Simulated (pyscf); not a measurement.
Optimised with ωB97X-D3(BJ)/def2-SVP in PySCF. Correlated levels are frozen-core, on RHF or UHF. ΔMP2 is the change of the MP2 total energy from the triple- to the quadruple-zeta basis.

Question: How much does it cost (ΔH, 298 K, CCSD(T)/def2-TZVPP + ΔMP2(QZVPP)) to split `[GaH2][Ga]=[AsH]` at its Ga–Ga bond into GaH₂• + [Ga=AsH]•?

Answer: Ga–Ga to GaH₂• + [Ga=AsH]•: 57.5 kcal/mol. The radicals are drawn with the spin at the cut bond; how far it spreads was not checked. H₂Ga–Ga=AsH lies 19.0 kcal/mol over its isomer Ga–AsH–GaH₂ [singlet], and others may lie lower still (electronic energy, ωB97M-D3(BJ)). The CCSD(T) − MP2 part came from Ansatz, without density fitting, on the same reference. The frozen core leaves the outer d or s,p core shells of the metals and heavy elements correlated in the MP2 and CC values, and def2-TZVPP describes them poorly, which can shift differences by a few kcal/mol. Elements up to Kr have no core potential and no relativistic terms here.
